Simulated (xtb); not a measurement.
The xtb input:
```
$ xtb mol.xyz --gfn 2 --uhf 2 --gbsa water --json

# file mol.xyz
9

F      2.24180610    -0.01504848    -0.67225413
C      1.48256483     0.21210371     0.40084165
F      1.63666190     1.47421199     0.80383342
C      0.18045076    -0.40670960     0.49176153
F     -0.01977017    -1.37904404     1.38117812
C     -1.03302769    -0.07382793    -0.35157085
F     -2.07511199     0.30564498     0.39834754
F     -0.75958953     0.91672918    -1.19651435
F     -1.44398826    -1.12353778    -1.07527882
```

Question: What does this run give for the partial charges in atom order, total energy, dipole moment?

Answer: 
```
Item                                                                                                           Value
-----------------------------  -------------------------------------------------------------------------------------
partial charges in atom order  F1 -0.13, C2 0.27, F3 -0.13, C4 0.11, F5 -0.09, C6 0.50, F7 -0.18, F8 -0.18, F9 -0.18
total energy                                                                                             -34.6429 Eh
dipole moment                                                                                                 1.28 D
```
